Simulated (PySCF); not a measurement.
# Radial density of Re⁺ (rhenium, charge +1)

MN15, [Xe] 4f14 5d5 6s1, high-spin 7S determinant. Calculation: PySCF 2.14, in cc-pVDZ-PP with ECP60MDF (4s4p3d1f, 38 functions); a scalar-relativistic core potential. This is the valence pseudo-density: the core potential removes the inner electrons and smooths the orbitals near the nucleus.

```json
{"r (bohr)": "0.133", "4πr²ρ (e/bohr)": "3.651e-05", "4πr²(ρα − ρβ)": "0.0000"}
{"r (bohr)": "0.223", "4πr²ρ (e/bohr)": "0.0003645", "4πr²(ρα − ρβ)": "0.0001"}
{"r (bohr)": "0.375", "4πr²ρ (e/bohr)": "0.04384", "4πr²(ρα − ρβ)": "0.0055"}
{"r (bohr)": "0.631", "4πr²ρ (e/bohr)": "3.024", "4πr²(ρα − ρβ)": "0.2865"}
{"r (bohr)": "1.06", "4πr²ρ (e/bohr)": "11.74", "4πr²(ρα − ρβ)": "2.3314"}
{"r (bohr)": "1.79", "4πr²ρ (e/bohr)": "5.049", "4πr²(ρα − ρβ)": "3.0512"}
{"r (bohr)": "3.00", "4πr²ρ (e/bohr)": "1.072", "4πr²(ρα − ρβ)": "1.0413"}
{"r (bohr)": "5.05", "4πr²ρ (e/bohr)": "0.05620", "4πr²(ρα − ρβ)": "0.0562"}
{"r (bohr)": "8.50", "4πr²ρ (e/bohr)": "0.0003413", "4πr²(ρα − ρβ)": "0.0003"}
```

Energies and moments cover only the electrons outside the core potential. Spin-orbit coupling, which splits the p, d and f shells strongly at this Z, is absent.
